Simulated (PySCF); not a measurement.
# Stretching one bond of F2H2Si

All numbers below are calculated, not measured. They come from PySCF 2.14.0, an open-source quantum chemistry program, on an isolated molecule that a program drew, which may never have been made. The molecule is F2H2Si (charge 0, singlet), drawn as the SMILES string `F[SiH2]F`.

The structure below is the HF double-zeta minimum with every atom moved a little at random, so it isn't optimised. Bond Si2-H4 is then set to each length in the table by shifting atom 4 along it, with nothing else relaxed.
```xyz
5
F2H2Si, angstrom
F     0.2471    0.2639   -0.4605
Si   -0.6580   -0.1584    0.7759
F    -1.8414   -1.0226    0.2136
H     0.1615   -0.9715    1.6577
H    -1.2342    1.0847    1.3878
```

E is the energy above the same method's energy at the HF double-zeta minimum. IE is the energy to remove one electron at fixed geometry, to the doublet state of charge +1, as a difference of total energies. The basis family is cc-pV(n+d)Z, with UHF for radicals and no spin-orbit coupling. Best is HF at quadruple zeta, plus MP2 correlation extrapolated from triple and quadruple zeta, plus CCSD(T) minus MP2 at triple zeta, with a frozen core. The other columns are at triple zeta.

| bond (Å) | E MP2 (kcal/mol) | E wB97X (kcal/mol) | E CCSD(T) (kcal/mol) | E best (kcal/mol) | IE MP2 (eV) | IE wB97X (eV) | IE CCSD(T) (eV) | IE best (eV) | T1 |
|---|---|---|---|---|---|---|---|---|---|
| 1.3317 | 5.14 | 5.34 | 5.17 | 5.16 | 13.170 | 12.975 | 13.145 | 13.309 | 0.011 |
| 1.4527 | 0.41 | 0.28 | 0.26 | 0.22 | 13.025 | 12.830 | 12.979 | 13.139 | 0.011 |
| 1.5117 | ? | ? | ? | ? | ? | ? | ? | ? | ? |
| 1.5747 | 2.88 | 2.36 | 2.44 | 2.44 | 12.774 | 12.631 | 12.743 | 12.903 | 0.011 |
| 1.7447 | 12.94 | 11.87 | 11.92 | 12.02 | 12.258 | 12.260 | 12.316 | 12.477 | 0.012 |
| 1.8927 | 24.75 | 23.25 | 23.02 | 23.19 | 11.754 | 11.860 | 11.895 | 12.056 | 0.012 |

T1 is the CCSD diagnostic of the starting molecule.

**Estimate the best E and IE at 1.5117 Å from the other rows.**

A least-squares cubic in the inverse of the bond length through the other values of E best gives 0.62 kcal/mol there. A least-squares quadratic in the bond length through IE best gives 13.026 eV. The calculation gives 0.61 kcal/mol and 13.033 eV, so the fits miss by 0.01 kcal/mol and 0.007 eV. The same recipe one zeta lower moves these two values by 0.28 kcal/mol and 0.05 eV, a gauge of their own error. The rest of the row: E is 0.92 (MP2), 0.60 (wB97X), 0.64 (CCSD(T)); IE is 12.919 (MP2), 12.740 (wB97X), 12.873 (CCSD(T)); T1 is 0.011.
